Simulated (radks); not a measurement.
Task: These are the eigenvalues of the occupied orbitals of an atom or ion with whole-number occupations (eV). Method: non-relativistic Kohn-Sham, revPBE, spin-unpolarised, spherical densities, point nucleus; computed with a radial shooting solver on a logarithmic mesh with Libxc functionals.

orbital  eigenvalue
1s        -13137.03
2s        -2369.232
2p        -2216.761
3s        -862.7111
3p        -811.1237

Which element is it, and in what charge state? The configuration may be excited.

Result: Z = 34, selenium, charge +20: Se20+ in [Ne] 3s2 3p2. The list shows which subshells hold electrons but not how many an open one holds; the 1s level, -482.78 hartree, gives Z - s = 31.1 by -(Z - s)^2/2, which with screening narrows Z to a few neighbours, and the depths of the outer levels then fix element, charge and occupations together.
